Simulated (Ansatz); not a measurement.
Reaction (cleavage of the Ga–Si bond): `[GaH2][SiH2][SnH3]` + H₂Se → `[GaH2][SeH]` + `[SiH3][SnH3]`

Gas-phase electronic energies from Ansatz, PBE0-D4/def2-TZVP geometries. CCSD(T)/CBS is the MP2 limit (def2-TZVPP, def2-QZVPP) plus CCSD(T) − MP2 in def2-TZVPP, frozen cores. Functionals use def2-TZVPP. def2 core potentials past Kr. For Ga, Se, Sn outer-core shells are correlated without core-valence functions, which leaves a few kJ/mol of doubt a bond. Scalar relativity is left out up to krypton.

`[GaH2][SiH2][SnH3]`:

Z-matrix (Å, degrees):
```
Si
Sn 1 2.570
Ga 1 2.399 2 109.0
H 1 1.490 2 106.9 3 122.3
H 1 1.491 2 106.8 3 -122.2
H 2 1.708 1 111.3 3 179.4
H 2 1.709 1 110.5 3 -60.2
H 2 1.709 1 110.6 3 59.0
H 3 1.571 1 120.3 2 -88.0
H 3 1.571 1 120.4 2 88.5
```

H₂Se:

Cartesian coordinates in Å:
```
Se -0.630 -0.036 -0.264
H 0.722 -0.167 -0.816
H -0.092 0.202 1.080
```

`[GaH2][SeH]`:

Cartesian coordinates in Å:
```
Ga -0.661 0.298 -0.004
Se 1.187 -0.808 -0.871
H -0.624 0.744 1.490
H -1.833 0.518 -1.009
H 1.930 -0.752 0.394
```

`[SiH3][SnH3]`:

Z-matrix (Å, degrees):
```
Si
Sn 1 2.560
H 1 1.487 2 110.2
H 1 1.487 2 110.2 3 -120.0
H 1 1.487 2 110.2 3 120.0
H 2 1.708 1 110.8 3 179.5
H 2 1.708 1 110.8 3 -60.5
H 2 1.708 1 110.7 3 59.5
```

```
        level  ΔE (kcal/mol)
    revPBE-D4          -19.3
       revPBE          -20.0
         BLYP          -21.7
HF/def2-TZVPP          -25.6
```

Problem. What does CCSD(T)/CBS give? (Best estimate.)

Solution. The calculation gave: -21.6 kcal/mol. The listed levels differ from it by 2.3, 1.6, -0.1, -4.0 kcal/mol.

Largest T1 diagnostic among the species: 0.014.

The D4 term adds +0.9 kcal/mol with B3LYP and +0.6 kcal/mol with PBE0; it sums over pairs of atoms, weighted by their polarisabilities, and B3LYP, whose exchange is more repulsive, gets the larger term. From PBE to PBE0 (25 % exact exchange), in def2-TZVPP and without D4, ΔE moves by −0.9 kcal/mol. In def2-TZVPP, CCSD(T) changes the Hartree–Fock value by +4.0 kcal/mol (the triples alone add +0.3 kcal/mol) and MP2 by +2.7 kcal/mol.

CCSD(T)/CBS has its own doubt, a few kJ/mol and more with outer-core shells, so smaller differences from it don't rank the levels.

B3LYP here is the variant with VWN-RPA as its local correlation; programs differ in this.
